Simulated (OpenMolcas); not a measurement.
# Ni2+: moving the ligands

Ni2+ with 6 ligands (fluoride) in trigonal prismatic coordination (D3h) at 2 Å, a polar angle of 45.7° against the regular 49.1°. A charge of +0.667 e stands 3.2 Å behind each ligand. Ligand basis ANO-RCC-VDZP.

| Property | Result |
| --- | --- |
| Program | OpenMolcas 26.06 |
| Method | CASSCF |
| Basis | ANO-RCC-VTZP [6s5p3d2f1g] |
| Scalar Hamiltonian | DKH2, point nucleus |
| Active space | 8 electrons in 5 orbitals (3d) |
| State averaging | 2S+1 = 3 even, 10 roots; 2S+1 = 1 even, 15 roots |
| Spin-orbit coupling | state interaction with AMFI integrals over the reference wave functions |

Runs around this geometry, states (labels of D3, the rotations of D3h). Energies in cm-1 above the lowest state or level, χT in cm3 K/mol.

```json
{"R (Å)": "2", "Polar angle / regular": "0.874", "Ground state": "3A2", "First state of that spin": "3E 3681", "First gap with spin-orbit (degeneracies)": "130.9 (1, 2)", "χT at 300 K": "1.825", "First state of another spin": "1E 17886"}
{"R (Å)": "1.93", "Polar angle / regular": "0.93", "Ground state": "3A2", "First state of that spin": "3E 4442", "First gap with spin-orbit (degeneracies)": "116.1 (1, 2)", "χT at 300 K": "1.683", "First state of another spin": "1E 17995"}
{"R (Å)": "2", "Polar angle / regular": "0.93", "Ground state": "3A2", "First state of that spin": "3E 3500", "First gap with spin-orbit (degeneracies)": "136.0 (1, 2)", "χT at 300 K": "1.866", "First state of another spin": "1E 17903"}
{"R (Å)": "2.09", "Polar angle / regular": "0.93", "Ground state": "3A2", "First state of that spin": "3E 2601", "First gap with spin-orbit (degeneracies)": "158.5 (1, 2)", "χT at 300 K": "2.129", "First state of another spin": "1E 17728"}
```

Taking the first state of the same spin as R^-n, n = -ln(2601 / 4442) / ln(2.09 / 1.93) = 6.7 between the shortest and longest distance.

Without dynamic correlation the repulsion within the d shell is too large (B by tens of per cent), so at a given field states of lower spin stand too high. Ligand-to-metal charge-transfer states are missing. With no ligand orbital active B as a rule stays too high, so bands that hang on it stand too high and its fall with covalency is understated. With metal d orbitals alone and no dynamic correlation the field as a rule comes out too small, by tens of per cent, by up to half for chloride and softer ligands, and the orbital part of g and χT, which goes as 1/10Dq, too large. No measured value stands beside these numbers; the geometry was imposed, not optimised, and the real ion may take another.
